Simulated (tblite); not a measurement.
Species: C4H7F2OSi (doublet state).
Geometry (GFN2-xTB, Å), atoms numbered from 1 in this order:
```
atom  x, y, z in Å
F1     2.5309    0.2121   -0.8414
C2     1.9242    0.6849    0.2697
C3     0.5493    0.2456    0.5262
C4     0.3604   -1.2754    0.3951
O5    -0.9997   -1.5782    0.2016
Si6   -1.9276   -0.3861   -0.4112
C7    -0.4776    0.8848   -0.4540
F8    -0.8069    2.1490   -0.0153
H9     2.3193    1.6341    0.5870
H10    0.2568    0.5700    1.5292
H11    0.9317   -1.6510   -0.4596
H12    0.6959   -1.7903    1.2983
H13   -2.9445    0.0112    0.5496
H14   -2.3845   -0.7233   -1.7521
H15   -0.0321    1.0204   -1.4452
```

Computed with GFN2-xTB (tblite): harmonic, unscaled wavenumbers at the GFN2-xTB geometry, gas phase. The method is semi-empirical: single wavenumbers can be off by several per cent or more. Modes of hydrogen on silicon can be 10 to 20 % off. One conformer, not necessarily the lowest. Open shells enter through the occupations alone, without spin polarisation, and single modes of such species can be off by tens of per cent.

Harmonic wavenumbers (cm⁻¹): 66.2, 80.2, 130.2, 207.9, 227.0, 292.1, 354.6, 396.1, 485.2, 487.3, 546.4, 570.4, 616.4, 673.1, 727.1, 770.9, 814.1, 874.9, 975.0, 1008.1, 1050.4, 1080.9, 1094.9, 1141.0, 1165.5, 1196.8, 1248.7, 1272.8, 1293.2, 1298.8, 1332.4, 1477.4, 2328.9, 2350.7, 2925.9, 2937.6, 2959.9, 2968.3, 3115.0.

A = 2462, B = 1368, C = 1002 MHz; mass 137.023 u (most abundant isotopes); point group C1, symmetry number 1; spin multiplicity 2.

Task: What is the zero-point energy?

Result: Half the sum of the wavenumbers: 22271 cm⁻¹ = 266.42 kJ/mol.

Task: Entropy at 400 K, 1 bar (ideal gas, RRHO, classical rotation)?

Result: Translation 176.33, rotation 124.77, vibration 135.93, spin (R ln 2) 5.76: S = 442.8 J/(mol K).

Task: And Cp and H(400 K) − H(0)?

Result: Cp = 180.62 J/(mol K), of which vibrations give 147.36 (their classical limit is 39 R = 324.3); H(400 K) − H(0) = 42.68 kJ/mol without the zero-point energy, 29.38 from vibrations.

Task: What must be added to the electronic energy to get the Gibbs energy at 400 K and 1 bar?

Result: ZPE + [H(400 K) − H(0)] − T·S = 266.42 + 42.68 − 177.12 = 131.98 kJ/mol.

Task: How do the functions run with temperature in this model?

Result: 
```json
{"T (K)": "50", "S (J/(mol K))": "246.0", "Cp (J/(mol K))": "49.2", "H − H(0) (kJ/mol)": "1.96", "G − H(0) (kJ/mol)": "-10.34", "ln q(vib)": "0.29"}
{"T (K)": "100", "S (J/(mol K))": "286.1", "Cp (J/(mol K))": "68.3", "H − H(0) (kJ/mol)": "4.90", "G − H(0) (kJ/mol)": "-23.71", "ln q(vib)": "1.15"}
{"T (K)": "298.15", "S (J/(mol K))": "395.0", "Cp (J/(mol K))": "145.2", "H − H(0) (kJ/mol)": "26.03", "G − H(0) (kJ/mol)": "-91.74", "ln q(vib)": "5.28"}
{"T (K)": "373.15", "S (J/(mol K))": "430.5", "Cp (J/(mol K))": "171.9", "H − H(0) (kJ/mol)": "37.94", "G − H(0) (kJ/mol)": "-122.71", "ln q(vib)": "6.92"}
{"T (K)": "500", "S (J/(mol K))": "486.2", "Cp (J/(mol K))": "208.7", "H − H(0) (kJ/mol)": "62.20", "G − H(0) (kJ/mol)": "-180.92", "ln q(vib)": "9.72"}
{"T (K)": "750", "S (J/(mol K))": "580.8", "Cp (J/(mol K))": "256.4", "H − H(0) (kJ/mol)": "120.88", "G − H(0) (kJ/mol)": "-314.69", "ln q(vib)": "15.04"}
{"T (K)": "1000", "S (J/(mol K))": "658.8", "Cp (J/(mol K))": "285.5", "H − H(0) (kJ/mol)": "188.89", "G − H(0) (kJ/mol)": "-469.92", "ln q(vib)": "19.95"}
```

q(vib) and H(0) count from the zero-point level.

Task: Blend soft modes into free rotors: weight 1/[1 + (100 cm⁻¹/ν̃)⁴] for the oscillator and the rest for a rotor with moment μB/(μ + B), μ = h/(8π²ν), B = 10⁻⁴⁴ kg m². What vibrational entropy results?

Result: 127.46 J/(mol K) in place of 135.93, which changes −T·S at 400 K by +3.39 kJ/mol.

Task: Which modes carry the vibrational entropy at 400 K?

Result: 66.2 cm⁻¹: 20.27; 80.2 cm⁻¹: 18.68; 130.2 cm⁻¹: 14.70; 207.9 cm⁻¹: 10.92; 227.0 cm⁻¹: 10.23; 292.1 cm⁻¹: 8.28 J/(mol K); the other 33 give 52.87 together.

Hindered rotation and anharmonicity are outside this model. Other conformers, if any are populated, would add a mixing term that is left out. The structure is chiral; the term R ln 2 for an equal mix with its mirror image is left out.

On one thread of an Arm Neoverse V1, no GPU, shared host, this took 0.48 s of wall time. This covers the Hessian and the dipole derivatives.
